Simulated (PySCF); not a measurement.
Species: LiBr.
Structure used (PBE0-D3(BJ)/def2-SVP), in Å, numbered top down from 1:
```xyz
2
LiBr angstrom
Li     0.1178    0.1495    1.0553
Br    -0.1002   -0.1783   -1.0674
```

Computed with PBE0-D3(BJ)/def2-SVP geometry optimisation, gas phase (PySCF).

Take the most abundant isotopes and a rigid rotor. 

Problem. What are the moment of inertia and the rotational constant?

Solution. I = 30.031 u·Å², B = 505379 MHz·u·Å²/I = 16829 MHz (0.5613 cm⁻¹, or 0.808 K as hB/k). For two atoms I = μr² with μ = 6.4432 u and r = 2.1589 Å.

Problem. List the first levels of a rigid rotor in a Σ state.

Solution. E(J) = BJ(J+1): J = 1: 1.123, J = 2: 3.368, J = 3: 6.736, J = 4: 11.227, J = 5: 16.840, J = 6: 23.576 cm⁻¹.

Problem. Where do the first rotational lines fall?

Solution. The dipole is 6.92 D; J+1 ← J lies at 2B(J+1): 1 ← 0 at 33.66 GHz, 2 ← 1 at 67.31 GHz, 3 ← 2 at 100.97 GHz, 4 ← 3 at 134.63 GHz, 5 ← 4 at 168.29 GHz, 6 ← 5 at 201.94 GHz.

Problem. Estimate the classical rotational partition function at 10 K, 25 K and 500 K.

Solution. Point group C∞v, symmetry number σ = 1; q = kT/(σhB), k/h = 20836.6 MHz/K: 12.4 at 10 K, 31.0 at 25 K, 619 at 500 K.

Not checked by PBE0-D3(BJ)/def2-SVP frequencies. No vibrational averaging or centrifugal distortion is included, and the geometry carries the error of its method.
